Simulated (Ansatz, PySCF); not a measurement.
C2H5IMg (SMILES C[CH2][Mg][I]), singlet, geometry from GFN2-xTB (such geometries of metal compounds can be far from the true shape) (all electrons, no relativity). Base run: CASSCF(4,4)/STO-3G (PySCF).

Input for PySCF:
```python
from pyscf import gto, scf, mcscf
import numpy

mol = gto.M(
    atom='''
Mg   -0.180080   -1.473086    0.572113
I     0.514236    1.060055    0.318218
C    -1.277174   -2.702690   -0.713806
C    -1.583680   -1.815095   -1.910839
H    -2.211193   -3.052448   -0.269994
H    -0.721151   -3.581996   -1.043787
H    -0.663638   -1.473231   -2.396680
H    -2.163468   -0.934754   -1.613566
H    -2.168963   -2.356745   -2.658992
''',
    basis='sto-3g',
    charge=0,
    spin=0,
    verbose=4,
)

mf = scf.RHF(mol)
mf.kernel()
mc = mcscf.CASSCF(mf, 4, 4)
mc.fix_spin_(ss=0.0)
mc.kernel()
occ = numpy.linalg.eigvalsh(mc.fcisolver.make_rdm1(mc.ci, mc.ncas, mc.nelecas))[::-1]
ss = mc.fcisolver.spin_square(mc.ci, mc.ncas, mc.nelecas)[0]
print('natural occupations', occ.round(4), ' <S^2>', round(ss, 4))
```

Programs used: Ansatz (an electronic-structure program), PySCF; a row that names a program was run with it.

Variants of this job, named by their change:

```tsv
change	ΔE vs base (kcal/mol)	natural occupations	<S^2> of the state	outcome
base	0.000	2.00 2.00 0.00 0.00	0.00	converged
correction = SC-NEVPT2	-83.1	2.00 2.00 0.00 0.00	0.00	converged
solver = newton	-0.65	2.00 1.99 0.01 0.00	0.00	converged
active space = 6 electrons, 7 orbitals	-	-	-	not converged
code = ansatz; correction = SC-NEVPT2, all electrons	-87.9	-	-	converged
active space = 2 electrons, 3 orbitals	-6.08	1.97 0.03 0.00	0.00	converged
start = MP2 natural orbitals	-16.90	1.98 1.96 0.03 0.02	0.00	converged
code = ansatz	-16.89	-	-	converged
orbitals = fixed (CASCI)	4.15	2.00 2.00 0.00 0.00	0.00	converged
active space = 2 electrons, 2 orbitals	-5.67	1.97 0.03	0.00	converged
fix_spin_ = off	0.000	2.00 2.00 0.00 0.00	0.00	converged
```

Active orbitals are taken around the Fermi level unless the row says otherwise; CASSCF can end in different local minima, and two programs can end on different orbitals. State-averaged rows give the lowest state.
